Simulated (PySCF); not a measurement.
**Where the electron goes**

Species: C₄H₃BCl₂S.
Geometry (PBE0-D3(BJ)/def2-SVP, Å), atoms numbered from 1 in this order:
```xyz
11
C4H3BCl2S angstrom
Cl     3.5547    0.8937   -0.6928
B      2.7540    0.0335    0.6129
Cl     3.7662   -0.7300    1.8314
C      1.2222   -0.0468    0.6800
C      0.3078    0.5512   -0.2513
C     -1.0011    0.3138    0.0545
S     -1.1512   -0.6426    1.4805
C      0.5388   -0.7270    1.6737
H      0.6300    1.1361   -1.1138
H     -1.8918    0.6468   -0.4771
H      0.9746   -1.2747    2.5093
```

Computed with TDDFT CAM-B3LYP/def2-SVPD, vertical, gas phase, core orbitals frozen in the response (PySCF).

Frontier orbitals with the atoms that hold most of them (Löwdin shares over 4%, at most four atoms; ? is withheld):

```csv
orbital,ε (eV),atoms
LUMO+2,0.71,"B2 42%, S7 14%, Cl3 13%, Cl1 11%"
LUMO+1,0.61,"C6 27%, C5 22%, S7 14%, B2 8%"
LUMO,-0.98,?
HOMO,?,?
HOMO-1,-9.03,"S7 40%, C4 19%, C5 16%, C8 8%"
HOMO-2,-10.38,"Cl1 53%, Cl3 38%"
HOMO-3,-10.67,"Cl3 40%, Cl1 22%, B2 13%, C4 12%"
```

Q: Give the leading atoms of the HOMO.

A: C6 (bonded to C, S and H) 29%; C8 (bonded to C, S and H) 25%; C5 (bonded to 2 C and H) 17%; C4 (bonded to B and 2 C) 14%.

Q: Which atoms hold the LUMO, and with what shares?

A: B2 (bonded to C and 2 Cl) 28%; C8 (bonded to C, S and H) 19%; C4 (bonded to B and 2 C) 13%; S7 (bonded to 2 C) 13%. By element: carbon 32% or more, boron 28%, sulfur 13%.

Q: What is the HOMO energy, and the HOMO–LUMO gap?

A: ε(HOMO) = -8.69 eV; the gap is 7.71 eV (0.2832 hartree).

Q: The HOMO–LUMO gap is 7.71 eV. Where does the response calculation put the lowest singlet, and from which orbitals?

A: S1 is at 4.89 eV (f = 0.030), 2.81 eV below the gap, made of HOMO→LUMO (93%). 

Q: Give energy, strength and leading configuration of S1, S2, S3 and S5, and follow the Löwdin shares of the leading atoms from the occupied to the empty orbital.

A: 
- S1 (4.89 eV, f 0.030), HOMO→LUMO (93%): C6 29% → at most 13%, C8 25% → 19%, B2 at most 14% → 28%
- S2 (5.21 eV, f 0.296), HOMO-1→LUMO (90%): S7 40% → 13%, C4 19% → 13%, B2 at most 9% → 28%, C8 8% → 19%
- S3 (5.88 eV, f 0.0001), HOMO-2→LUMO (93%): Cl1 53% → at most 13%, Cl3 38% → at most 13%, B2 at most 4% → 28%, C8 at most 4% → 19%
- S5 (6.33 eV, f 0.280), HOMO→LUMO+1 (78%): C6 29% → 27%, C8 25% → at most 8%, C5 17% → 22%

Löwdin shares depend on the basis, the more so with diffuse functions.
